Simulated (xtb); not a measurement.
C₂HCl₃, charge -1, doublet, geometry from GFN2-xTB (a state made from the parent by changing its charge; the spin is typed, not shown lowest); GFN2-xTB (xtb).

xtb was given this input:
```
$ xtb mol.xyz --gfn 2 --chrg -1 --uhf 1 --json

# file mol.xyz
6

Cl     2.22611663     0.55357703     0.15462765
C      0.96945753    -0.61913108    -0.06209815
C     -0.26929125    -0.35778945     0.36819423
Cl    -1.12701225     1.49269630    -0.33717137
Cl    -1.42499971    -1.61107533     0.10439553
H      1.33922314    -1.53684296    -0.50805756
```

What the program printed (banner, timings and long lists left out):

```
   ID    Z sym.   atoms
    1   17 Cl     1, 4, 5
    2    6 C      2, 3
    3    1 H      6

           -------------------------------------------------
          |                Calculation Setup                |
           -------------------------------------------------

           -------------------------------------------------
          |                 G F N 2 - x T B                 |
           -------------------------------------------------

          ...................................................
          :                      SETUP                      :
          :.................................................:
          :  # basis functions                  39          :
          :  # atomic orbitals                  36          :
          :  # shells                           14          :
          :  # electrons                        31          :
          :  max. iterations                   250          :
          :  Hamiltonian                  GFN2-xTB          :
          :  restarted?                      false          :
          :  GBSA solvation                  false          :
          :  PC potential                    false          :
          :  electronic temp.          300.0000000     K    :
          :  accuracy                    1.0000000          :
          :  -> integral cutoff          0.2500000E+02      :
          :  -> integral neglect         0.1000000E-07      :
          :  -> SCF convergence          0.1000000E-05 Eh   :
          :  -> wf. convergence          0.1000000E-03 e    :
          :  Broyden damping             0.4000000          :
          :  net charge                         -1          :
          :  unpaired electrons                  1          :
          ...................................................

 iter      E             dE          RMSdq      gap      omega  full diag
   1    -18.5965966 -0.185966E+02  0.635E+00    3.38       0.0  T
   2    -18.6642270 -0.676304E-01  0.303E+00    2.90       1.0  T
   3    -18.6673918 -0.316479E-02  0.186E+00    3.01       1.0  T
   4    -18.6654414  0.195044E-02  0.104E+00    2.96       1.0  T
   5    -18.6701639 -0.472255E-02  0.449E-01    2.95       1.0  T
   6    -18.6701825 -0.185469E-04  0.344E-01    3.01       1.0  T
   7    -18.6705300 -0.347463E-03  0.166E-01    2.98       1.0  T
   8    -18.6705881 -0.581593E-04  0.520E-02    2.98       1.0  T
   9    -18.6705945 -0.637523E-05  0.348E-02    2.98       1.2  T
[...]
         :: total energy             -18.594549630938 Eh    ::
[...]
        36                          0.7179307              19.5359
      -------------------------------------------------------------
                  HL-Gap            0.1093690 Eh            2.9761 eV
             Fermi-level           -0.1345297 Eh           -3.6607 eV

     #   Z          covCN         q      C6AA      α(0)
     1  17 Cl       0.942    -0.252   107.166    15.837
     2   6 C        2.889     0.015    27.666     8.623
     3   6 C        2.611     0.000    28.022     8.657
     4  17 Cl       0.710    -0.512   115.826    16.461
     5  17 Cl       1.003    -0.249   107.082    15.831
     6   1 H        0.925    -0.001     3.080     2.744

 Mol. C6AA /au·bohr⁶  :       1915.103770
 Mol. C8AA /au·bohr⁸  :      70775.613121
 Mol. α(0) /au        :         68.155135

Wiberg/Mayer (AO) data.
largest (>0.10) Wiberg bond orders for each atom

 ---------------------------------------------------------------------------
     #   Z sym  total        # sym  WBO       # sym  WBO       # sym  WBO
 ---------------------------------------------------------------------------
     1  17 Cl   1.042 --     2 C    0.929
     2   6 C    3.803 --     3 C    1.784     6 H    0.954     1 Cl   0.929
     3   6 C    3.367 --     2 C    1.784     5 Cl   0.962     4 Cl   0.542
     4  17 Cl   0.685 --     3 C    0.542
     5  17 Cl   1.098 --     3 C    0.962
     6   1 H    0.999 --     2 C    0.954
 ---------------------------------------------------------------------------

Topologies differ in total number of bonds
Writing topology from bond orders to xtbtopo.mol

molecular dipole:
                 x           y           z       tot (Debye)
 q only:        0.726      -0.965       0.203
   full:        0.732      -0.927      -0.039       3.004
molecular quadrupole (traceless):
                xx          xy          yy          xz          yz          zz
 q only:       -5.110      -0.152      -2.256      -1.310       1.488       7.366
  q+dip:       -7.381      -3.196      -2.343      -1.947       2.403       9.723
   full:       -7.545      -2.196      -1.752      -1.292       2.058       9.296

           -------------------------------------------------
          | TOTAL ENERGY              -18.594549630938 Eh   |
          | GRADIENT NORM               0.000057093523 Eh/α |
          | HOMO-LUMO GAP               2.976083329699 eV   |
           -------------------------------------------------

normal termination of xtb
```
